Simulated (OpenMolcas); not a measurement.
Ni⁺: terms and fine structure

```yaml
Program: OpenMolcas 26.06
Method: CASSCF
Basis: ANO-RCC-VQZP [7s6p4d3f2g1h]
Scalar_Hamiltonian: DKH2, point nucleus
Active_space: 9 electrons in 6 orbitals (3d 4s)
State_averaging: 2S+1 = 2 even, 29 roots; 2S+1 = 4 even, 10 roots kept (CI in the orbitals of an earlier block)
Spin-orbit_coupling: state interaction with AMFI integrals over the reference wave functions, term energies averaged over their components
```

Spin-free terms above the lowest, with the occupations of the reference:

```json
{"Configuration": "3d8 4s", "Term": "4F", "E (cm-1)": "0.0", "Occupations": "3d 8.00 4s 1.00"}
{"Configuration": "3d8 4s", "Term": "2F", "E (cm-1)": "6065", "Occupations": "3d 8.00 4s 1.00"}
{"Configuration": "3d8 4s", "Term": "2D", "E (cm-1)": "17795", "Occupations": "3d 8.01 4s 0.99"}
{"Configuration": "3d8 4s", "Term": "4P", "E (cm-1)": "19218", "Occupations": "3d 8.00 4s 1.00"}
{"Configuration": "3d8 4s", "Term": "2P", "E (cm-1)": "25266", "Occupations": "3d 8.00 4s 1.00"}
{"Configuration": "3d9", "Term": "2D", "E (cm-1)": "25370", "Occupations": "3d 8.99 4s 0.01"}
{"Configuration": "3d8 4s", "Term": "2G", "E (cm-1)": "26810", "Occupations": "3d 8.00 4s 1.00"}
```

With spin-orbit coupling, above the lowest level:

```
Configuration  Term    J  E (cm-1)      g  Term weight %  Second
       3d8 4s    4F  9/2       0.0  1.334            100        
       3d8 4s    4F  7/2       932  1.238             99        
       3d8 4s    4F  5/2      1698  1.028             99        
       3d8 4s    4F  3/2      2241  0.400            100        
       3d8 4s    2F  7/2      6453  1.144             99        
       3d8 4s    2F  5/2      7911  0.860             99        
       3d8 4s    2D  5/2     18307  1.304             73   26 4P
       3d8 4s    2D  3/2     18660  0.854             93    5 4P
       3d8 4s    4P  5/2     20447  1.496             74   26 2D
       3d8 4s    4P  3/2     20521  1.686             95    5 2D
       3d8 4s    4P  1/2     20755  2.669            100        
          3d9    2D  5/2     25719  1.201            100        
       3d8 4s    2P  3/2     26150  1.326             98        
       3d8 4s    2P  1/2     26702  0.667            100        
          3d9    2D  3/2     27344  0.801            100        
       3d8 4s    2G  9/2     27822  1.111            100        
       3d8 4s    2G  7/2     27825  0.889            100
```

Against the 13 measured excited levels shown (NIST Handbook of Basic Atomic Spectroscopic Data) the mean absolute deviation is 29000 cm-1; the largest miss in energy is 3d8 4s 4F 3/2: computed -23477, measured 10664 cm-1 (-320.2 %), and the largest in proportion 3d8 4s 4F 9/2 (-406.4 %). Levels of one J stand in another order than measured, so their pairing by name is doubtful. These deviations count from the computed level that pairs with the measured ground level.

Spin-orbit coupling puts the lowest level 996 cm-1 below the lowest spin-free term.

For 4F the intervals divided by the larger J are -217.3, -219.0, -207.1 cm-1. Landé's interval rule makes them equal in pure LS coupling; they differ by 6 % of their mean. The multiplet is inverted.

Without dynamic correlation excited terms often stand tens of per cent too high (terms of higher spin than the ground term too low), and those without a measured partner can miss by more than the paired ones. Terms from blocks run as CI alone lack orbitals of their own. The lowest computed level is not the ground level that NIST lists (2D5/2). A single d shell beside an s shell can misplace configurations of different d count against each other. Computed and measured levels are paired by configuration, term and J; levels that our copy of the source lacks, or whose pairing is in doubt (as where it misses far off the trend of its configuration), stay unpaired and out of the deviations. Only configurations of the active space appear. The first state left out of the spin-orbit step lies near 64000 cm-1 above the lowest spin-free state of the reference (among the parities and spins computed), and the list stops at four fifths of that energy or lower.

The term weight is that of the spin-free term in the level, not the purity of its configuration.
